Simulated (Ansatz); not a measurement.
A nudged elastic band was laid between two geometries of AlF2H + H4Si (9 atoms, charge 0, multiplicity 1).

All numbers below come from RKS PBE/6-31G* (Ansatz 0.2.0).

| Quantity | Value |
| --- | --- |
| movable images | 7 |
| climbing image | yes |
| spring | 5.0 eV/Å² |
| optimiser | quadratic models (default) |
| start path | through a guess of the saddle point |
| force threshold | 0.2 eV/Å |
| iteration limit | 60 |
| end points | relaxed |

First end point:

```xyz
9
Properties=species:S:1:pos:R:3
Al -0.037 0.254 0.152
H 0.482 1.165 1.341
F 1.045 -0.638 -0.771
F -1.558 0.493 -0.490
Si 0.153 -2.748 1.122
H -0.210 -3.232 -0.240
H 1.622 -2.637 1.342
H -0.492 -3.585 2.183
H -0.463 -1.364 1.324
```

Last end point:

```xyz
9
Properties=species:S:1:pos:R:3
Al -0.061 -0.691 -0.260
H 0.281 0.798 1.883
F 1.231 0.340 -0.503
F -1.548 -0.133 -0.773
Si 0.205 -2.918 0.687
H -0.388 -3.965 -0.211
H 1.654 -3.245 0.904
H -0.498 -3.004 2.013
H -0.334 0.524 2.223
```

(1) What changes between the two ends?

(2) Give the energies along the band, and the barrier.

(3) What is the geometry of the highest image?

The band took 14 iterations and of the order of 4 core-minutes.

Answers

(1) Bonds broken: Al1–H2, Si5–H9. Bonds formed: Al1–Si5, H2–H9. AlF2H + H4Si becomes AlF2H3Si + H2.

(2) The forces met the threshold. The highest image is number 4 of 0 to 8, 1.63 eV above the first end and 1.53 eV above the last; the last end lies 0.10 eV above the first. The threshold of 0.2 eV/Å is loose, so the images may lie well off the minimum-energy path. Neighbouring images differ by up to 1.2 eV, so the band resolves the path poorly. The order of the stationary point at the top wasn't checked. The orbitals stay closed-shell, which can raise the energy where a bond breaks towards radicals; this wasn't checked here.

```tsv
image	path coordinate (Å)	energy (eV)	Al1–H2 (Å)	Si5–H9 (Å)	Al1–Si5 (Å)
0	0.00	0.00	1.59	1.53	3.16
1	0.69	0.01	1.58	1.53	3.18
2	1.37	0.06	1.58	1.52	3.24
3	2.06	0.41	1.59	1.55	3.02
4	2.75	1.63	1.73	1.94	2.64
5	3.32	0.61	2.08	2.41	2.45
6	3.89	0.18	2.46	2.86	2.44
7	4.47	0.11	2.56	3.32	2.44
8	5.04	0.10	2.63	3.81	2.44
```

(3) 
```xyz
9
Properties=species:S:1:pos:R:3
Al -0.007 -0.170 0.024
H -0.049 0.377 1.669
F 1.413 0.233 -0.744
F -1.475 0.066 -0.723
Si 0.155 -2.622 0.983
H -0.649 -3.319 -0.081
H 1.577 -3.096 0.952
H -0.449 -2.987 2.309
H 0.025 -0.776 1.573
```

The run took 4.4 min on 1 thread of Arm Neoverse V2 (shared host), peak memory 0.14 GiB.
